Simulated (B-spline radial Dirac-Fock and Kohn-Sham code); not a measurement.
System: the Ca¹⁵⁺ ion in the configuration [He] 2s2 2p1. Calculated with a radial atomic solver, using independent-particle photoionisation in a Dirac-Hartree-Slater potential with a Latter tail, all multipoles, thresholds from Dirac-Fock ΔSCF.

**Question.** Which of the sources Al Kα (taken as 1486.9 eV), Ag Lα (2984.4 eV), Ga Kα (9251.7 eV), Ag Kα (22162.9 eV) can ionise the 2s level, and how does the cross section change among them?

**Answer.** The computed threshold is 1008.6 eV, so all of them can. Cross sections: Al Kα 48.5 kb, Ag Lα 10.5 kb, Ga Kα 0.614 kb, Ag Kα 0.0539 kb. From the first to the last it falls by a factor of 900.
